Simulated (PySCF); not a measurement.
C2H6N (SMILES [CH2-]NC), charge -1, singlet, geometry from GFN2-xTB (in this run its highest filled SCF level lies above zero, so its values depend strongly on the basis, on diffuse functions most of all). Base run: CAMB3LYP/6-31G (PySCF).

PySCF was given this input:
```python
from pyscf import gto, scf, dft

mol = gto.Mole()
mol.atom = '''
    C     0.06838840   -0.34344719    1.28001260
    N    -0.02031578    0.57728452    0.03028326
    C    -0.01464409   -0.23244926   -1.15661628
    H     0.07446949    0.42980237    2.12358233
    H    -1.00128293   -0.74920637    1.34561699
    H     0.85112316    1.11606852    0.04720825
    H     0.82050456   -0.96673735   -1.22449252
    H     0.01871469    0.39617056   -2.06419785
    H    -0.94378425   -0.81171072   -1.18007793
'''
mol.basis = '6-31g'
mol.charge = -1
mol.verbose = 3
mol.build()

mf = dft.RKS(mol)
mf.xc = 'camb3lyp'
mf.kernel()
```

The base run was repeated with changes; each row names its change, and settings that it needs were set with it.

```tsv
change	ΔE vs base (mEh)	grid points	electrons on the grid
base	0.000	100992	26.00001
grids.atom_grid = (150, 974)	0.002	731584	26.00000
grids.becke_scheme = stratmann	0.000	100992	26.00001
grids.level = 1	0.008	30312	25.99998
grids.level = 0	-22.951	6960	26.01820
grids.atom_grid = (75, 302)	0.000	131168	26.00001
grids.atom_grid = (30, 110)	0.015	22176	25.99991
grids.level = 5	0.002	269312	26.00000
grids.radi_method = mura_knowles	0.000	96888	26.00001
grids.atom_grid = (50, 194)	0.007	59464	25.99995
grids.radi_method = gauss_chebyshev	0.000	98904	26.00001
```
